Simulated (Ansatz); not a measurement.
Reaction: CClF3 (SMILES FC(Cl)(F)F) → F (doublet) + CClF2 (SMILES F[C](F)Cl, doublet) (the C-F bond breaks)
Each species at its own B3LYP-D3(BJ)/def2-TZVP minimum (Ansatz, an electronic-structure program).

Total energies in hartree (Ansatz). Radicals and triplets start from unrestricted determinants; spin-orbit coupling is neglected. Cores are frozen in correlated methods. No relativity.

| species | HF/cc-pV(T+d)Z | CCSD(T)/cc-pV(T+d)Z | HF/cc-pV(Q+d)Z | CCSD(T)/cc-pV(Q+d)Z | CCSD(T)/cc-pV(D+d)Z | CCSDT(Q)/cc-pV(D+d)Z |
|---|---|---|---|---|---|---|
| 1: CClF3 (SMILES FC(F)(Cl)F) | -795.83392 | -796.98203 | -795.86455 | -797.11253 | -796.56644 | -796.56890 |
| 2: F (doublet) | -99.40552 | -99.62036 | -99.41377 | -99.65026 | -99.52757 | -99.52776 |
| 3: CClF2 (SMILES [C](Cl)(F)F, doublet) | -696.29746 | -697.16643 | -696.32047 | -697.26444 | -696.85412 | -696.85643 |

Question: Work out the bond dissociation energy (electronic) in kcal/mol: take Hartree-Fock from cc-pV(Q+d)Z, extrapolate the CCSD(T) correlation energy as X^-3 (X = 3, 4), and add CCSDT(Q) - CCSD(T) in cc-pV(D+d)Z. 1 hartree = 627.51 kcal/mol.

Answer: 
Species 1: correlation (64·(-1.24798) - 27·(-1.14811))/37 = -1.32086; step -0.00246; E1 = -795.86455 + (-1.32086) + (-0.00246) = -797.18787
Species 2: correlation (64·(-0.23649) - 27·(-0.21484))/37 = -0.25229; step -0.00019; E2 = -99.41377 + (-0.25229) + (-0.00019) = -99.66625
Species 3: correlation (64·(-0.94397) - 27·(-0.86897))/37 = -0.99870; step -0.00231; E3 = -696.32047 + (-0.99870) + (-0.00231) = -697.32148
-1·E1 +1·E2 +1·E3 = 0.20014 hartree = 125.6 kcal/mol.
